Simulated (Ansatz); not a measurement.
Molecule: sum formula GaH₂Br (charge 0, singlet). 
Geometry from a B3LYP-D3(BJ)/def2-TZVP (Ansatz, an electronic-structure program) optimisation:
```xyz
4

Ga    -1.1658     0.1109    -0.0078
Br     1.1370    -0.1082     0.0076
H     -1.6944     1.5759    -0.0015
H     -1.9611    -1.2281    -0.0229
```

Basis-set convergence of Hartree-Fock and CCSD(T) correlation energies (hartree) with Ansatz. Correlated levels leave the core frozen unless marked. No spin-orbit coupling. The frozen core is the preceding noble-gas configuration, with the filled d and f shells of earlier blocks. Non-relativistic.

```tsv
basis	functions	E(HF)	E(corr, CCSD(T))
aug-cc-pVDZ	90	-4496.81663	-0.22244
aug-cc-pVTZ	164	-4496.96323	-0.28310
aug-cc-pVQZ	278	-4496.96925	-0.30344
```

Extrapolating the two largest sets (X = 3 and 4) as X^-3: E(corr) = (64·(-0.30344) - 27·(-0.28310))/37 = -0.3183 Eh, an estimate of the basis-set limit. The largest set recovers 95.3 % of it, the smallest 69.9 %.
